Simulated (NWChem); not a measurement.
**A calculation on ClGa**

```xyz
2

Ga     0.0000     0.0000    -0.7909
Cl     0.0000     0.0000     1.4423
```
Charge 0, spin multiplicity 1.

Program: NWChem. Structure: optimised with B3LYP/def2-SVP, a minimum by its harmonic frequencies.

Symmetry labels belong to the abelian group C2v used in the runs, with the axes of the coordinates shown; states degenerate in a higher group split over its labels.

The Hamiltonian is non-relativistic. B3LYP has NWChem's definition, with VWN1-RPA local correlation. The structure started from a generated list of species.

List the lowest 6 singlet excitations that TD-B3LYP/def2-SVPD, VWN1-RPA local correlation gives, with oscillator strengths.


| state | symmetry | energy (eV) | wavelength (nm) | f |
|---|---|---|---|---|
| 1 | b2 | 4.89 | 253 | 0.096 |
| 2 | b1 | 4.89 | 253 | 0.096 |
| 3 | a2 | 5.44 | 228 | 0.000 |
| 4 | a2 | 5.51 | 225 | 0.000 |
| 5 | a1 | 5.51 | 225 | 0.000 |
| 6 | a1 | 6.09 | 204 | 0.002 |
